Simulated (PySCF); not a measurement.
Computed with PBE0-D4/def2-TZVP (PySCF). All species are isolated molecules in the gas phase. Excitations are Tamm–Dancoff values on a coarser integration grid. The basis has no diffuse functions, so Rydberg states are missing or too high.

Reference species (SMILES): `B(Br)(Br)Br` (neutral, multiplicity 1).

The S1–T1 gap (TDA) is 0.17 eV and the HOMO–LUMO gap comes out as 6.21 eV.

Changed species: `BBr` (2 of 3 Br replaced by H; the reference has 0 of 3 Br replaced by H).

Problem. What does the change do to the S1–T1 gap (TDA) and HOMO–LUMO gap?

Solution. the S1–T1 gap (TDA) increases by 0.19 eV, to 0.36 eV; the HOMO–LUMO gap is nearly the same.
